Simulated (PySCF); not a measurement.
PySCF 2.14 output of a UHF calculation on a single atom or ion in aug-cc-pVTZ-DK3 (9s8p6d3f, 84 functions), with scalar relativity by spin-free X2C-1e:

```
SCF conv_tol = 1e-09
number electrons alpha = 41  beta = 40
cycle= 1 E= -20877.4565184633  delta_E= -7.28e-12  |g|= 1.34e-06  |ddm|= 2.97e-05
converged SCF energy = -20877.4565184633  <S^2> = 0.75007257  2S+1 = 2.0000726
```

The run itself started from symmetry-adapted Hartree-Fock orbitals and held the occupation by maximum overlap, so the iterations belong to that start.

Problem. Which element, charge and spin multiplicity is this?

Solution. Pb⁺ (lead, charge +1), multiplicity 2; the state was [Xe] 4f14 5d10 6s2 7s1, 2S determinant (an excited configuration).

Spin-orbit coupling, which splits the p, d and f shells strongly at this Z, is absent. The outer electron is Rydberg-like, and this basis confines it to a smaller radius and binds it less than a complete one would.
